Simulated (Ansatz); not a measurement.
Basis-set extrapolation for CH₈BNOSi (`COB(N)[SiH3]`) (PBE0-D4/def2-TZVP geometry, frozen core, the Gaussian-basis code of Ansatz). Multiplicity 1, RHF reference.

|  | def2-TZVPP | def2-QZVPP |
| --- | --- | --- |
| HF | -485.620821 | -485.639330 |
| MP2 correlation | -0.852397 | -0.913466 |
| CCSD(T) correlation | -0.937247 | not run |

Energies in hartree. Use E(X) = E(∞) + A·exp(−7.88·√X) for Hartree–Fock and E(X) = E(∞) + B·X^(−2.97) for correlation, with X = 3 and 4, and add CCSD(T) minus MP2 of the smaller set to the MP2 limit.

What is the CCSD(T) energy at the basis-set limit?

HF limit: -485.639330 + (-0.018509) × 0.13774 = -485.64188. MP2 limit: -0.913466 + (-0.061069) × 0.74074 = -0.95870. Higher-order term: -0.937247 − (-0.852397) = -0.08485. Total: -486.68543 hartree, 79.9 kcal/mol below CCSD(T)/def2-TZVPP.
